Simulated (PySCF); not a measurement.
Si(OSiH3)2(NHSiH3)(Me) (CH₁₃NO₂Si₄), SMILES [Si](O[SiH3])(O[SiH3])(N[SiH3])C. Geometry: B3LYP-D3(BJ)/def2-SVP. Other conformers were not sampled.

Computed equilibrium geometry at B3LYP-D3(BJ)/def2-SVP (PySCF confirms it by a frequency run) as Cartesian coordinates in Å (one conformer of several):
```xyz
21

C      1.4606     0.2279    -1.9537
Si     0.4686     0.2267    -0.3856
N      1.1517    -0.7459     0.8760
Si     1.6872    -2.4042     0.8274
O      0.3459     1.7543     0.2539
Si    -0.7603     2.9969     0.2968
O     -1.0682    -0.2998    -0.7593
Si    -2.2360    -1.1944     0.0217
H      0.9467     0.8090    -2.7354
H      1.5960    -0.7986    -2.3298
H      2.4551     0.6687    -1.7847
H      1.2515    -0.2521     1.7611
H      1.3676    -2.9197    -0.5334
H      3.1568    -2.5385     1.0635
H      0.9915    -3.2421     1.8489
H     -2.0280     2.5503     0.9431
H     -0.1684     4.1082     1.0891
H     -1.0628     3.4797    -1.0817
H     -3.4528    -1.2094    -0.8335
H     -2.5698    -0.5925     1.3454
H     -1.7645    -2.5935     0.2360
```
